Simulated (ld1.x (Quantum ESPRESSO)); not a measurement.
Building the TM potential for Sc (Z = 21) (LDA (PZ), scalar-relativistic).

ld1.x (Quantum ESPRESSO) 7.5 was run on this input:

```
&input
   title='Sc', zed=21., rel=1, dft='PZ', iswitch=3,
   config='[Ar] 3d1 4s2 4p0',
   nld=3, rlderiv=4.45, eminld=-2.0, emaxld=5.0, deld=0.02
 /
 &inputp
   pseudotype=2, tm=.true., lloc=1,
   nlcc=.true., new_core_ps=.true.,
   file_pseudopw='Sc.UPF', file_wfcaegen='ae.wfc', file_wfcncgen='nc.wfc', file_beta='beta', file_chi='chi'
 /
3
4S  1  0   2.00   0.00  2.95  2.95  0.0
3D  3  2   1.00   0.00  1.75  1.75  0.0
4P  2  1   0.00   0.00  4.10  4.10  0.0
 &test
   configts(1)='3d1 4s2 4p0'
 /
```

Command:

```bash
ld1.x < Sc.in > Sc.out
```

The program printed (shortened: banner, matrices, multipoles, cross overlaps and the repeated all-electron block are left out):

```
Program LD1 v.7.5
     --------------------------- All-electron run ----------------------------

     Sc
     scalar relativistic calculation

     atomic number is 21.00
     dft =PZ   lsd =0 sic =0 latt =0  beta=0.20 tr2=1.0E-14
     Exchange-correlation= PZ
                           (   1   1   0   0   0   0   0)
     mesh =1173 r(mesh) = 100.03074 a.u. xmin = -7.00 dx = 0.01250
     1 Ry =  13.60569312 eV, c = 137.03599908

     n l     nl                  e(Ry)          e(Ha)          e(eV)
     1 0     1S 1( 2.00)      -322.3041      -161.1520     -4385.1703
     2 0     2S 1( 2.00)       -34.7621       -17.3810      -472.9618
     2 1     2P 1( 6.00)       -28.5200       -14.2600      -388.0341
     3 0     3S 1( 2.00)        -4.0209        -2.0104       -54.7066
     3 1     3P 1( 6.00)        -2.4667        -1.2333       -33.5610
     3 2     3D 1( 1.00)        -0.2517        -0.1259        -3.4250
     4 0     4S 1( 2.00)        -0.3159        -0.1580        -4.2982
     4 1     4P 1( 0.00)        -0.1120        -0.0560        -1.5235

     final scf error:  8.8E-15 reached in  33 iterations

     Etot =   -1524.634206 Ry,    -762.317103 Ha,  -20743.705129 eV

     Ekin =    1535.302867 Ry,     767.651434 Ha,   20888.859664 eV
     Encl =   -3625.374837 Ry,   -1812.687419 Ha,  -49325.737489 eV
     Eh   =     639.619522 Ry,     319.809761 Ha,    8702.466930 eV
     Exc  =     -74.181758 Ry,     -37.090879 Ha,   -1009.294234 eV

     normalization and overlap integrals

     s(1S/1S) =  1.000000  <r> =   0.0732  <r2> =    0.0072  r(max) =   0.0476
     s(2S/2S) =  1.000000  <r> =   0.3446  <r2> =    0.1405  r(max) =   0.2845
     s(2P/2P) =  1.000000  <r> =   0.3082  <r2> =    0.1174  r(max) =   0.2329
     s(3S/3S) =  1.000000  <r> =   1.0771  <r2> =    1.3405  r(max) =   0.9213
     s(3P/3P) =  1.000000  <r> =   1.1707  <r2> =    1.6194  r(max) =   0.9685
     s(3D/3D) =  1.000000  <r> =   1.8564  <r2> =    4.7308  r(max) =   1.0974
     s(4S/4S) =  1.000000  <r> =   3.6848  <r2> =   15.6367  r(max) =   3.0587
     s(4P/4P) =  1.000000  <r> =   4.9911  <r2> =   29.1306  r(max) =   4.0268

     ------------------------ End of All-electron run ------------------------

     --------------------- Generating NC pseudopotential ---------------------

      Generating local pot.: lloc=1, matching radius rcloc =   4.1000

      Computing core charge for nlcc:

       r > 2.00 : true rho core
      Core charge pseudized with two Bessel functions
      Integrated core pseudo-charge :   6.52

      Wfc   4S  rcut= 2.946  Using Troullier-Martins method

      Wfc   3D  rcut= 1.743  Using Troullier-Martins method

     ------------------- End of pseudopotential generation -------------------

     Computing logarithmic derivative in   4.42269
     Computing logarithmic derivative in   4.42269
     Computing the partial wave expansion
     R is outside the sphere for l=    0 j= 0.00
       no projector for channel:   1
     R is outside the sphere for l=    2 j= 0.00

     ---------------------- Testing the pseudopotential ----------------------

     Sc
     scalar relativistic calculation

     atomic number is 21.00   valence charge is  3.00
     dft =PZ   lsd =0 sic =0 latt =0  beta=0.20 tr2=1.0E-14
     mesh =1173 r(mesh) = 100.03074 xmin = -7.00 dx = 0.01250

     n l     nl             e AE (Ry)        e PS (Ry)    De AE-PS (Ry)
     3 2     3D   1( 1.00)       -0.25173       -0.25173       -0.00000
     1 0     4S   1( 2.00)       -0.31591       -0.31591        0.00000
     2 1     4P   1( 0.00)       -0.11197       -0.11197        0.00000

     eps = 2.1E-17  iter =  5

     Etot =   -1524.634206 Ry,    -762.317103 Ha,  -20743.705129 eV
     Etotps =   -10.459665 Ry,      -5.229833 Ha,    -142.310997 eV

     Ekin =       5.393321 Ry,       2.696660 Ha,      73.379866 eV
     Encl =      -4.702371 Ry,      -2.351185 Ha,     -63.979016 eV
     Ehrt =       2.661439 Ry,       1.330720 Ha,      36.210729 eV
     Ecxc =      -8.902560 Ry,      -4.451280 Ha,    -121.125503 eV
     (Ecc =      -7.097564 Ry,      -3.548782 Ha,     -96.567272 eV)
     Epseu=      -4.909494 Ry,      -2.454747 Ha,     -66.797074 eV

     ---------------------- End of pseudopotential test ----------------------
```

Generation and configuration tests took about 1.8 s on one core of a shared server CPU.
